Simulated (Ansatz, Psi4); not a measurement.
Approach curve of the dimer H4Si ··· HF (SMILES [SiH4] and F). Monomers: optimised at B3LYP-D3(BJ) (def2-TZVP), held rigid. Orientation: lowest of the rigid-body minima from ten starts at GFN2-xTB. R is the distance of the centres of mass, along which the second monomer moves.

Geometry at R = 3.47 Å (first 5 atoms: monomer A):
```
7

Si     0.0000     0.0000     0.0000
H     -0.1738     1.2230    -0.8158
H     -0.7562     0.1391     1.2650
H      1.4364    -0.1916     0.3023
H     -0.5065    -1.1705    -0.7515
F     -3.4089     0.4519    -0.7186
H     -2.5120     0.3324    -0.5291
```

Methods: RHF/aug-cc-pVDZ, counterpoise-corrected (Ansatz, a first-principles code); SAPT0/jun-cc-pVDZ, frozen core (Psi4); CCSD(T)/aug-cc-pVDZ = CCSD(T) on RHF/aug-cc-pVDZ, frozen core, counterpoise-corrected (Ansatz); PBE/def2-TZVP, counterpoise-corrected (Psi4); MP2/aug-cc-pVDZ = MP2 on RHF/aug-cc-pVDZ, frozen core, counterpoise-corrected run with Ansatz.

Interaction energies in kJ/mol (negative: bound); R is the distance of the centres of mass, d the H5···H7 distance.

| R / Å | d / Å | RHF/aug-cc-pVDZ | SAPT0/jun-cc-pVDZ | CCSD(T)/aug-cc-pVDZ | PBE/def2-TZVP | MP2/aug-cc-pVDZ |
|---|---|---|---|---|---|---|
| 3.06 | 2.19 | 35.95 | 29.44 | 24.99 | 15.28 | 25.70 |
| 3.24 | 2.33 | 22.67 | 18.45 | 14.40 | 7.83 | 15.07 |
| 3.47 | 2.52 | 13.09 | 10.62 | 7.31 | 3.30 | 7.87 |
| 3.68 | 2.69 | 8.26 | 6.69 | 4.08 | 1.52 | 4.53 |
| 3.90 | 2.88 | 5.32 | 4.29 | 2.32 | 0.73 | 2.67 |
| 4.15 | 3.10 | 3.39 | 2.74 | 1.33 | 0.38 | 1.58 |
| 4.49 | 3.41 | 1.99 | 1.61 | 0.73 | 0.24 | 0.88 |
| 4.94 | 3.83 | 1.10 | 0.90 | 0.40 | 0.22 | 0.49 |
| 5.68 | 4.52 | 0.49 | 0.41 | 0.20 | 0.19 | 0.23 |
| 6.64 | 5.45 | 0.21 | 0.18 | 0.10 | 0.11 | 0.11 |
| 7.95 | 6.72 | 0.08 | 0.07 | 0.04 | 0.04 | 0.05 |

Lowest grid point: RHF/aug-cc-pVDZ 0.08 kJ/mol at R = 7.95 Å; SAPT0/jun-cc-pVDZ 0.07 kJ/mol at R = 7.95 Å; CCSD(T)/aug-cc-pVDZ 0.04 kJ/mol at R = 7.95 Å; PBE/def2-TZVP 0.04 kJ/mol at R = 7.95 Å; MP2/aug-cc-pVDZ 0.05 kJ/mol at R = 7.95 Å.
